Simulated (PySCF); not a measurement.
**I⁺: excitation energy**

I⁺ [Kr] 4d10 5s2 5p4 (3P) → I⁺ [Kr] 4d10 5s1 5p5, s spin flipped, as a difference of total energies. All numbers are calculated (PySCF 2.14, a scalar-relativistic core potential, in aug-cc-pwCVDZ-PP with ECP28MDF (6s5p4d1f, 48 functions)). Correlated levels: valence: 4s2 4p6 4d10 frozen; valence and next inner shell: nothing frozen outside the core potential. The calculations carry no spin-orbit coupling.

```json
{"method": "UHF", "excitation energy (eV)": "14.612"}
{"method": "LDA", "excitation energy (eV)": "11.814"}
{"method": "PBE", "excitation energy (eV)": "11.835"}
{"method": "PBE0", "excitation energy (eV)": "12.527"}
{"method": "r2SCAN", "excitation energy (eV)": "12.420"}
{"method": "wB97X-V", "excitation energy (eV)": "12.740"}
{"method": "BLYP", "excitation energy (eV)": "11.735"}
{"method": "M06", "excitation energy (eV)": "12.122"}
{"method": "MN15", "excitation energy (eV)": "12.718"}
{"method": "MP2 (valence)", "excitation energy (eV)": "12.975"}
{"method": "SCS-MP2 (valence)", "excitation energy (eV)": "12.729"}
{"method": "MP2 (valence and next inner shell)", "excitation energy (eV)": "12.517"}
{"method": "SCS-MP2 (valence and next inner shell)", "excitation energy (eV)": "12.351"}
```

Task: How much does correlation contribute at MP2 (valence and next inner shell)?

Result: 12.517 − (14.612) = -2.095 eV, measured against UHF.

The upper determinant mixes two multiplicities, so it lies between the two terms.
